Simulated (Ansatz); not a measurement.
Basis-set series for `C=[C]1[AlH][SiH2][SiH]1F`. The species carries charge 0 and has multiplicity 1. Geometry: relaxed with PBE0-D4/def2-TZVP.

```csv
functional,basis,functions,energy (Eh),HOMO (eV),LUMO (eV)
PBE0-D4,def2-SVP,126,-1000.15501,-6.79,-2.49
PBE0-D4,def2-QZVPP,561,-1000.69407,-6.78,-2.55
ωB97M-V,def2-SVP,126,-1000.56404,-8.68,-0.68
ωB97M-V,def2-QZVPP,561,-1001.10731,-8.70,-0.82
```

Problem. Give the rows for def2-TZVPP. (Estimate.)

Solution. Computed: 
```tsv
functional	basis	functions	energy (Eh)	HOMO (eV)	LUMO (eV)
PBE0-D4	def2-TZVPP	303	-1000.65788	-6.77	-2.54
ωB97M-V	def2-TZVPP	303	-1001.07304	-8.69	-0.77
```
